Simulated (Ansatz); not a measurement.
CH7AlSi2 (`C[SiH]1[AlH][SiH2]1`) at its PBE0-D4/def2-TZVP geometry, where that method's forces vanish. The species carries charge 0 and has multiplicity 1.

```csv
atom,x (Å),y (Å),z (Å)
C1,-1.628,1.236,-0.373
Si2,-0.450,-0.093,0.241
Al3,1.465,-0.552,1.609
Si4,1.416,-1.068,-0.751
H5,-2.249,0.848,-1.183
H6,-2.279,1.572,0.437
H7,-1.067,2.094,-0.746
H8,-1.199,-1.304,0.732
H9,2.229,-0.568,3.001
H10,2.286,0.045,-1.256
H11,1.478,-2.208,-1.710
```

Problem. For each bond, give half the difference of the two atoms' forces along it (eV/Å; positive pushes the atoms apart) under PBE-D4, r2SCAN-D4, B3LYP-D4, ωB97M-V in def2-TZVPP. (Estimate.)

Solution. Computed: 
```tsv
bond	length (Å)	PBE-D4	r2SCAN-D4	B3LYP-D4	ωB97M-V
C1–Si2	1.879	0.01	0.05	0.10	0.05
C1–H5	1.092	0.10	-0.02	-0.04	-0.05
C1–H6	1.092	0.11	-0.02	-0.04	-0.05
C1–H7	1.091	0.11	-0.01	-0.04	-0.04
Si2–Al3	2.398	-0.04	-0.03	0.06	0.03
Si2–Si4	2.328	-0.03	-0.02	0.10	0.05
Si2–H8	1.506	0.12	0.00	-0.12	-0.12
Al3–Si4	2.417	-0.02	-0.01	0.15	0.09
Al3–H9	1.588	0.07	-0.01	-0.13	-0.14
Si4–H10	1.500	0.12	0.00	-0.09	-0.10
Si4–H11	1.491	0.09	0.00	-0.09	-0.12
```

B3LYP here is the variant with VWN-RPA as its local correlation; programs differ in this.
